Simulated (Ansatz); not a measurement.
A nudged elastic band was laid between two geometries of a periodic cell of 17 atoms, W16N (host W, host structure bcc, interstitial N).

Method: DFT PBE, scalar-relativistic, plane waves, PAW in Ansatz. Settings: cutoff 420 eV, k mesh 3x3x3, gaussian smearing 0.15 eV, no spin polarisation.

```yaml
movable_images: 3
climbing_image: yes
spring: 5.0 eV/Å²
optimiser: quadratic models (default)
start_path: IDPP
force_threshold: 0.05 eV/Å
iteration_limit: 66
end_points: relaxed
```

Image 0:

```xyz
17
Lattice="6.3200 0.0000 0.0000 0.0000 6.3200 0.0000 0.0000 0.0000 6.3200" Properties=species:S:1:pos:R:3
W 0.028 -0.006 -0.003
W 3.114 -0.151 -0.003
W 0.028 3.165 -0.003
W 0.048 -0.020 3.157
W 1.552 1.579 1.583
W 3.114 3.310 -0.003
W 3.156 -0.018 3.157
W 4.786 1.579 1.726
W 0.048 3.179 3.157
W 1.532 4.739 1.597
W 1.552 1.579 4.732
W 3.156 3.177 3.157
W 4.744 4.739 1.595
W 4.786 1.579 4.589
W 1.532 4.739 4.718
W 4.744 4.739 4.720
N 3.948 1.579 -0.002
```

Image 4:

```xyz
17
Lattice="6.3200 0.0000 0.0000 0.0000 6.3200 0.0000 0.0000 0.0000 6.3200" Properties=species:S:1:pos:R:3
W -0.004 -0.013 0.044
W 3.156 -0.290 0.044
W -0.004 3.165 0.044
W -0.003 0.030 3.204
W 1.576 1.576 1.624
W 3.156 3.444 0.044
W 3.156 -0.013 3.204
W 4.736 1.576 1.624
W -0.004 3.121 3.204
W 1.520 4.735 1.680
W 1.577 1.576 4.784
W 3.156 3.164 3.204
W 4.792 4.736 1.680
W 4.736 1.576 4.784
W 1.521 4.736 4.728
W 4.792 4.736 4.728
N 3.156 1.577 0.044
```

Q: What changes between the two ends?

A: The atom that moves furthest is N17, by 0.79 Å.

Q: Give the energies along the band, and the barrier.

A: It converged. The highest image is number 1 of 0 to 4, 0.002 eV above the first end and 0.577 eV above the last; the last end lies 0.574 eV below the first. The top lies less than 8 meV above the higher end, about what the thresholds resolve: that end is a shoulder or a very shallow well. By the program's own check the climbing image is a first-order saddle point (lowest curvatures found: -1.84 and 4.18 eV/Å²). Limits of this set-up: coarse k mesh, odd electron count without spin.

```json
{"image": "0", "path coordinate (Å)": "0.00", "energy (eV)": "0.000"}
{"image": "1", "path coordinate (Å)": "0.13", "energy (eV)": "0.002"}
{"image": "2", "path coordinate (Å)": "0.38", "energy (eV)": "-0.126"}
{"image": "3", "path coordinate (Å)": "0.63", "energy (eV)": "-0.376"}
{"image": "4", "path coordinate (Å)": "0.88", "energy (eV)": "-0.574"}
```

Q: What is the geometry of the highest image?

A: 
```xyz
17
Lattice="6.3200 0.0000 0.0000 0.0000 6.3200 0.0000 0.0000 0.0000 6.3200" Properties=species:S:1:pos:R:3
W 0.025 -0.006 0.009
W 3.102 -0.181 0.009
W 0.025 3.164 0.009
W 0.039 -0.011 3.169
W 1.550 1.579 1.596
W 3.101 3.338 0.009
W 3.156 -0.012 3.169
W 4.776 1.579 1.704
W 0.039 3.168 3.169
W 1.523 4.739 1.618
W 1.550 1.579 4.742
W 3.156 3.169 3.169
W 4.743 4.739 1.611
W 4.776 1.579 4.635
W 1.523 4.739 4.720
W 4.743 4.739 4.727
N 3.828 1.579 0.009
```

The band took 9 iterations and about 50 core-minutes.

The run took 14 min on 4 threads of Arm Neoverse V2, with other jobs on the host, peak memory 2.2 GiB.
